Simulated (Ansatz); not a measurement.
`[SiH3][Si]1([SiH3])BC1` + `C[SeH]` → `[SiH3][SiH]1BC1` + `[SiH3]C[SeH]`  (redistribution)

Computed with Ansatz on PBE0-D4/def2-TZVP structures; ΔE is electronic, products minus reactants. CBS: MP2 limit from def2 TZ/QZ plus the TZ coupled-cluster correction, frozen cores. DFT in def2-TZVPP. B3LYP here is the variant with VWN-RPA as its local correlation; programs differ in this. For Se outer-core shells are correlated without core-valence functions, which leaves a few kJ/mol of doubt a bond. Scalar relativity is left out up to krypton. Each species was taken in one conformer, which may not be the lowest.

`[SiH3][Si]1([SiH3])BC1`:

```xyz
14

Si    2.214   -0.189    0.636
Si    0.100    0.283   -0.231
Si   -1.477    1.102    1.264
B    -0.181   -0.051   -2.108
C    -0.941   -1.077   -1.334
H     2.852    1.066    1.120
H     2.128   -1.138    1.780
H     3.068   -0.790   -0.422
H    -2.806    1.100    0.594
H    -1.132    2.490    1.671
H    -1.552    0.260    2.488
H     0.441   -0.062   -3.119
H    -0.836   -2.146   -1.514
H    -1.878   -0.850   -0.826
```

`C[SeH]`:

Cartesian coordinates in Å:
```
C -0.492 -0.011 0.236
Se 1.152 0.833 -0.382
H -1.041 -0.438 -0.601
H -1.085 0.783 0.688
H -0.275 -0.769 0.985
H 1.742 -0.397 -0.925
```

`[SiH3][SiH]1BC1`:

```xyz
11

Si   -0.041   -1.609   -1.096
Si   -0.567    0.555   -0.440
B     0.568    1.857    0.389
C     0.332    0.766    1.375
H     1.334   -1.913   -0.616
H    -0.080   -1.725   -2.578
H    -0.985   -2.603   -0.521
H    -1.996    0.912   -0.670
H     0.652    3.038    0.482
H     0.777   -0.226    1.278
H     0.006    0.949    2.397
```

`[SiH3]C[SeH]`:

```xyz
9

Si   -0.329    0.979   -0.344
C    -0.392   -0.813    0.200
Se    1.232   -1.319    1.168
H    -0.238    1.863    0.844
H    -1.548    1.329   -1.127
H     0.865    1.186   -1.206
H    -1.201   -0.958    0.919
H    -0.553   -1.502   -0.629
H     2.164   -0.763    0.177
```

Task: Is it downhill or uphill in electronic energy at CCSD(T)/CBS, and by how much? (Best estimate.)

Result: The calculation gave: Uphill: ΔE = +17.2 kJ/mol.

Task: What do these levels give: B3LYP-D4, ωB97M-V, CCSD(T)/def2-TZVPP, MP2/def2-QZVPP, HF/CBS(def2), CCSD/CBS(def2)? (An estimate is asked.)

Result: Ansatz gave: B3LYP-D4 21.4, ωB97M-V 13.2, CCSD(T)/def2-TZVPP 18.6, MP2/def2-QZVPP 14.0, HF/CBS(def2) 12.3, CCSD/CBS(def2) 15.4 kJ/mol.

Largest T1 diagnostic among the species: 0.015.
